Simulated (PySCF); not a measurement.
**C₆H₇F₃N₂: full NMR table**

- Formula: C6H7F3N2
- SMILES: Cc1ccn(CC(F)(F)F)n1
- InChI: InChI=1S/C6H7F3N2/c1-5-2-3-11(10-5)4-6(7,8)9/h2-3H,4H2,1H3
- Point group of the computed structure: C1
- Degrees of unsaturation: 3
- Carbon signals: 6
- Proton signals: 4

Molfile (atoms numbered from 1):
```
C6H7F3N2
     RDKit          3D

 18 18  0  0  0  0  0  0  0  0999 V2000
    3.0298   -0.1507   -0.3843 C   0  0  0  0  0  0  0  0  0  0  0  0
    1.6341    0.1579    0.0198 C   0  0  0  0  0  0  0  0  0  0  0  0
    1.1096    1.3959    0.4502 C   0  0  0  0  0  0  0  0  0  0  0  0
   -0.2145    1.1536    0.7054 C   0  0  0  0  0  0  0  0  0  0  0  0
   -0.4264   -0.1573    0.4370 N   0  0  0  0  0  0  0  0  0  0  0  0
   -1.6567   -0.8830    0.4898 C   0  0  0  0  0  0  0  0  0  0  0  0
   -2.5953   -0.4813   -0.6521 C   0  0  0  0  0  0  0  0  0  0  0  0
   -2.0525   -0.6608   -1.8566 F   0  0  0  0  0  0  0  0  0  0  0  0
   -2.9562    0.8078   -0.5744 F   0  0  0  0  0  0  0  0  0  0  0  0
   -3.7279   -1.1989   -0.6187 F   0  0  0  0  0  0  0  0  0  0  0  0
    0.6890   -0.7615    0.0168 N   0  0  0  0  0  0  0  0  0  0  0  0
    3.7135    0.0326    0.4432 H   0  0  0  0  0  0  0  0  0  0  0  0
    3.3300    0.4813   -1.2185 H   0  0  0  0  0  0  0  0  0  0  0  0
    3.0975   -1.1930   -0.6811 H   0  0  0  0  0  0  0  0  0  0  0  0
    1.6358    2.3222    0.5542 H   0  0  0  0  0  0  0  0  0  0  0  0
   -1.0038    1.7931    1.0453 H   0  0  0  0  0  0  0  0  0  0  0  0
   -1.4265   -1.9466    0.3814 H   0  0  0  0  0  0  0  0  0  0  0  0
   -2.1884   -0.7048    1.4309 H   0  0  0  0  0  0  0  0  0  0  0  0
  1  2  1  0
  2  3  1  0
  3  4  2  0
  4  5  1  0
  5  6  1  0
  6  7  1  0
  7  8  1  0
  7  9  1  0
  7 10  1  0
  5 11  1  0
 11  2  2  0
  1 12  1  0
  1 13  1  0
  1 14  1  0
  3 15  1  0
  4 16  1  0
  6 17  1  0
  6 18  1  0
M  END
```

[PySCF 2.14.0 with density-fitted response routines: structure optimised with GFN2-xTB; PBE0/pcSseg-1 with gauge-including orbitals; no solvent; one averaged value for each set of equivalent atoms; a single conformation; non-relativistic Hamiltonian]

Referencing at the same level of theory: 1H (σ = 31.72 ppm) and 13C (σ = 186.93 ppm) vs TMS; 19F (σ = 170.95 ppm) against CFCl3; NH3 for 15N (σ = 267.73 ppm).

```tsv
carbon	δC, type	δH (multiplicity)	HMBC from (2–3 bonds)	span of the C tensor (ppm)
C1	15.8, CH3	2.48 (s)	H15	31
C2	153.2, C	–	H16, H15, H12/H13/H14	173
C3	113.8, CH	6.38 (m)	H16, H12/H13/H14	155
C4	135.4, CH	7.52 (m)	H15, H17/H18	163
C6	57.0, CH2	4.63 (m)	H16	40
C7	132.8, C	–	H17/H18	6
```

Other nuclei:
```
    atoms  nucleus                         environment  δ (ppm)  σ (ppm)
F8/F9/F10      19F             fluorine of a CF3 group    -89.0    260.0
      N11      15N  pyridine-type nitrogen of an azole    346.0    -78.3
       N5      15N          pyrrole-type ring nitrogen    213.7     54.0
```

1. Carbon types of the structure: 2 × C, 2 × CH, 1 × CH2, 1 × CH3, which accounts for all hydrogens.
2. δC 153.2: substituted aromatic carbon next to a ring nitrogen.
3. δC 135.4: aromatic CH next to a ring nitrogen.
4. δC 132.8: CF3 carbon; 3 electronegative neighbours deshield it.
5. δC 113.8: aromatic CH.
6. δC 15.8: methyl carbon on an aromatic ring; aliphatic region, no heteroatom directly attached.

Splittings by 19F in the carbon and heteronuclear signals aren't shown, as no couplings were computed. Shifts are as computed. Against solution values, carbons near 30 ppm lie about +3 ppm off and those near 130 ppm about +5 ppm. Of 1211 compounds with measured shifts, 218 miss one by over three times the rms of a fit or turn the order of signals round; such compounds aren't used in these exercises. Unscaled 19F shifts against computed CFCl3 carry errors that often reach 10 to 50 ppm. Experimental scales use liquid or dissolved standards, which lie at an offset from isolated NH3 (liquid NH3: subtract about 20 ppm). Unscaled 15N shifts of sp2 nitrogen come out 20 to 40 ppm too high even then. No couplings were computed; multiplicities are counted from neighbouring protons, with m where these are inequivalent, close in shift, in a saturated or five-membered ring or joined by F or P, and br s for small geminal =CH2 splittings.
